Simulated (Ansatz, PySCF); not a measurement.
The pair A = GeH4 (SMILES [GeH4]) (first 5 atoms), B = CH5N (SMILES CN); geometry from B3LYP-D3(BJ)/def2-TZVP.
(charge 0, multiplicity 1):
```xyz
12

Ge    -0.1163    -0.1863     0.2762
H     -0.4951    -0.1074    -1.2103
H      1.1174    -1.0866     0.4405
H     -1.2888    -0.7737     1.0750
H      0.2036     1.2209     0.8006
C     -0.4469     0.5988     4.1704
N      0.6668    -0.2867     3.8384
H     -0.0618     1.4841     4.6787
H     -1.1142     0.0897     4.8675
H     -1.0468     0.9357     3.3142
H      1.3171     0.1633     3.2062
H      0.3410    -1.1308     3.3843
```

Frozen-core correlation. Filled d and f shells under p-block atoms count as core. CBS: X⁻³ extrapolation of the correlation energy, Hartree–Fock from the larger set. MP2 and its Hartree–Fock in aug-cc-pVTZ are density fitted.

Codes used: Ansatz (Gaussian basis) for Hartree–Fock, density functionals and correlated methods; PySCF for the dispersion terms. Values without a source in brackets are computed.

The monomers are drawn apart, rigid, along the line of their centres of mass. Counterpoise-corrected interaction energies (kcal/mol):

| level | R = 5.033 Å | R = 6.346 Å |
|---|---|---|
| PBE-D3(BJ)/def2-TZVPPD | -0.5551 | -0.1118 |
| wB97M-V/def2-TZVPPD | -0.3794 | -0.0830 |
| MP2/CBS(aug-cc-pVDZ, aug-cc-pVTZ) + ΔCCSD(T)/aug-cc-pVDZ | -0.3829 | -0.0815 |

Task: R is the distance of the centres of mass. Find the local exponent m of E ∝ R⁻ᵐ between the two points.

Result: 
m = ln(E₁/E₂)/ln(R₂/R₁): PBE-D3(BJ)/def2-TZVPPD 6.9; wB97M-V/def2-TZVPPD 6.6; MP2/CBS(aug-cc-pVDZ, aug-cc-pVTZ) + ΔCCSD(T)/aug-cc-pVDZ 6.7. For scale, two fixed dipoles give m = 3, dipole and quadrupole 4, quadrupoles 5, and dispersion or dipole-induced dipole 6 at long range; at these distances several terms mix, and what is left of overlap and damping shifts m, so it need not match one of them.

Ansatz is a program for electronic structure.
